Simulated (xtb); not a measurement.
hydrogen bromide (HBr), singlet, at a GFN2-xTB geometry.

Input for xtb:
```
$ xtb mol.xyz --gfn 1 --opt --json

# file mol.xyz
2

Br    -0.00000000    -0.00000000    -0.03893503
H      0.00000000     0.00000000     1.36272591
```

### Question
Predict the HOMO-LUMO gap from GFN1-xTB in xtb.

### Answer
6.45 eV

### Question
Give the total energy at the end of the optimisation at the level GFN1-xTB.

### Answer
-4.4180 Eh
